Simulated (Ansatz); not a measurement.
Reactions of C₃H₄BN (`C#CBN=C`).

Program: Ansatz. Geometries: PBE0-D4/def2-TZVP. ΔE: electronic, gas phase. CBS: MP2 limit from def2 TZ/QZ plus the TZ coupled-cluster correction, frozen cores. This one scheme is used for every species. Functionals use def2-TZVPP. Elements past krypton have def2 core potentials. For Se, Te outer-core shells are correlated without core-valence functions, which leaves a few kJ/mol of doubt a bond. Scalar relativity is left out up to krypton. One conformer a species, not always the lowest.

```csv
reaction,HF/CBS(def2) (eV),ωB97X-V (eV),CCSD(T)/CBS(def2) (eV)
`C#CBN=C` + `C[SiH2]B[SiH3]` → `C=NB[SiH3]` + `C#CB[SiH2]C`,-0.19,-0.25,-0.26
`C#CBN=C` + `C[SiH3]` → `C#CB[SiH2]C` + `C=N`,1.25,1.25,1.25
`C#CBN=C` + CH₃OH → `C#CBCO` + `C=N`,0.98,0.98,1.00
`C#CBN=C` + `OC[SeH]` → `C=NB[SeH]` + `C#CCO`,-0.37,-0.35,-0.32
`C#CBN=C` + H₂Te → `C#C[TeH]` + `BN=C`,0.78,0.70,0.68
```

Largest T1 diagnostic: 0.017, for `C=NB[SiH3]`.
